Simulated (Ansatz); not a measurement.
`CC[NH][GaH2]` and `CCN[SiH2]Cl` differ in one atom or group.

Ansatz, PBE0-D4/def2-TZVP geometries, multiplicity 1. Each molecule was computed in one conformer, which needn't be the lowest.

Scalar relativity is left out up to krypton.

```tsv
property	`CC[NH][GaH2]`
HOMO–LUMO gap (PBE0/def2-TZVPP) / eV	6.00
size of the dipole moment (ωB97M-V/def2-TZVPP) / D	0.89
LUMO energy (PBE0/def2-TZVPP) / eV	-0.75
zero-point energy (PBE0-D4/def2-TZVP) / kJ/mol	252.4
size of the dipole moment (B3LYP/def2-TZVPP) / D	1.02
LUMO energy (ωB97M-V/def2-TZVPP) / eV	0.92
```

Task: Give the same properties after the change, and the shifts. (Best estimate.)

Result: The calculation gave: 
| property | `CCN[SiH2]Cl` | shift |
| --- | --- | --- |
| HOMO–LUMO gap (PBE0/def2-TZVPP) / eV | 7.90 | 1.90 |
| size of the dipole moment (ωB97M-V/def2-TZVPP) / D | 2.21 | 1.32 |
| LUMO energy (PBE0/def2-TZVPP) / eV | 0.59 | 1.34 |
| zero-point energy (PBE0-D4/def2-TZVP) / kJ/mol | 268.6 | 16.2 |
| size of the dipole moment (B3LYP/def2-TZVPP) / D | 2.22 | 1.20 |
| LUMO energy (ωB97M-V/def2-TZVPP) / eV | 2.16 | 1.24 |

With PBE0 the HOMO falls by 0.55 eV and the LUMO rises by 1.34 eV, so the gap widens by about 1.89 eV. PBE moves the HOMO by -0.40 eV and ωB97M-V by -0.56 eV. The zero-point energy changes by 16.2 kJ/mol with +3 modes. Dipoles are sizes alone; their direction can turn.

B3LYP here is the variant with VWN-RPA as its local correlation; programs differ in this.
